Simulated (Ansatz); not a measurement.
AsH2(SMe) (CH5AsS), relaxed as a singlet with RKS PBE0-D4/def2-TZVP in Ansatz, starting from the GFN2-xTB geometry. Force threshold 0.02 eV/Å.

Start:

```xyz
8

As   -1.380    0.384    0.960
H    -2.169    1.491    0.318
H    -2.558   -0.528    0.786
S    -0.379   -0.282   -0.909
C     1.367   -0.264   -0.355
H     1.658    0.741   -0.060
H     1.956   -0.581   -1.208
H     1.505   -0.961    0.468
```

(1) Estimate the energy that the relaxation releases and the steps that it takes.

(2) Does the start keep its bonding?

(3) Predict the relaxed structure.

## Answers

(1) 2.5 kJ/mol, in 5 steps; 3.5 s on 4 threads of Intel Xeon 6975P-C on a shared host. No frequencies were taken in this run, so the end may be a saddle point.

(2) By distances, no bond broke or formed. The bond that changes most is As1–H3, from 1.50 to 1.52 Å (atoms count from 1).

(3) 
```xyz
8

As   -1.378    0.387    0.939
H    -2.185    1.526    0.325
H    -2.551   -0.577    0.816
S    -0.360   -0.256   -0.942
C     1.351   -0.262   -0.354
H     1.680    0.736   -0.065
H     1.957   -0.600   -1.196
H     1.486   -0.954    0.477
```
Bond lengths: 1 × C–S 1.81 Å; 1 × As–S 2.23 Å; 3 × C–H 1.09 Å; 2 × As–H 1.52 Å.
